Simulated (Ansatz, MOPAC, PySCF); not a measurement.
Dissociation curve of B(Br)3, SMILES BrB(Br)Br. The B1–Br4 bond (B1 also carries Br, Br; Br4 carries nothing else) is varied alone, starting from the PBE0/def2-TZVP optimised geometry.

Levels: RKS-B3LYP/3-21G = PySCF with restricted B3LYP/3-21G; UHF/STO-3G = PySCF with unrestricted Hartree-Fock/STO-3G; UMP2 = MP2 on UHF/cc-pVDZ, cores with 3d frozen run with Ansatz (a quantum-chemistry and plane-wave program); AM1, restricted, heats of formation (MOPAC).

Energies are in mEh, each relative to the lowest point of its own curve near equilibrium.

```json
[
 {"R / Å": "1.56", "RKS-B3LYP/3-21G": "80.5", "UHF/STO-3G": "82.4", "UMP2": "83.6", "AM1": "42.6"},
 {"R / Å": "1.65", "RKS-B3LYP/3-21G": "39.1", "UHF/STO-3G": "37.4", "UMP2": "39.5", "AM1": "19.8"},
 {"R / Å": "1.76", "RKS-B3LYP/3-21G": "12.0", "UHF/STO-3G": "8.9", "UMP2": "11.0", "AM1": "4.0"},
 {"R / Å": "1.86", "RKS-B3LYP/3-21G": "1.7", "UHF/STO-3G": "0.2", "UMP2": "1.1", "AM1": "0.0"},
 {"R / Å": "1.90", "RKS-B3LYP/3-21G": "0.2", "UHF/STO-3G": "0.0", "UMP2": "0.0", "AM1": "1.0"},
 {"R / Å": "1.96", "RKS-B3LYP/3-21G": "0.0", "UHF/STO-3G": "2.5", "UMP2": "0.7", "AM1": "5.1"},
 {"R / Å": "2.01", "RKS-B3LYP/3-21G": "1.3", "UHF/STO-3G": "6.7", "UMP2": "3.0", "AM1": "10.6"},
 {"R / Å": "2.13", "RKS-B3LYP/3-21G": "8.3", "UHF/STO-3G": "22.3", "UMP2": "12.7", "AM1": "29.5"},
 {"R / Å": "2.27", "RKS-B3LYP/3-21G": "21.0", "UHF/STO-3G": "47.1", "UMP2": "28.5", "AM1": "56.6"},
 {"R / Å": "2.53", "RKS-B3LYP/3-21G": "49.8", "UHF/STO-3G": "100.0", "UMP2": "61.4", "AM1": "105.9"},
 {"R / Å": "2.77", "RKS-B3LYP/3-21G": "76.7", "UHF/STO-3G": "128.7", "UMP2": "106.8", "AM1": "143.1"},
 {"R / Å": "3.09", "RKS-B3LYP/3-21G": "107.8", "UHF/STO-3G": "144.2", "UMP2": "137.9", "AM1": "180.7"},
 {"R / Å": "3.50", "RKS-B3LYP/3-21G": "138.2", "UHF/STO-3G": "150.4", "UMP2": "152.5", "AM1": "212.4"},
 {"R / Å": "3.97", "RKS-B3LYP/3-21G": "161.6", "UHF/STO-3G": "151.8", "UMP2": "157.8", "AM1": "232.9"},
 {"R / Å": "4.64", "RKS-B3LYP/3-21G": "181.0", "UHF/STO-3G": "151.8", "UMP2": "159.9", "AM1": "248.0"},
 {"R / Å": "5.55", "RKS-B3LYP/3-21G": "192.3", "UHF/STO-3G": "151.9", "UMP2": "160.7", "AM1": "258.8"}
]
```

At the longest distance, 5.55 Å, AM1 lies highest above its minimum (258.8 mEh) and UHF/STO-3G lowest (151.9 mEh).

The restricted form behind RKS-B3LYP/3-21G, AM1 keeps the bonding electrons paired and can't separate into open-shell fragments. The unrestricted determinant behind UHF/STO-3G is spin-contaminated at 2.53 to 5.55 Å (<S²> up to 1.0, against 0.00 for a pure singlet). The unrestricted determinant behind UMP2 is spin-contaminated at 2.77 to 5.55 Å (<S²> up to 1.0, against 0.00 for a pure singlet).
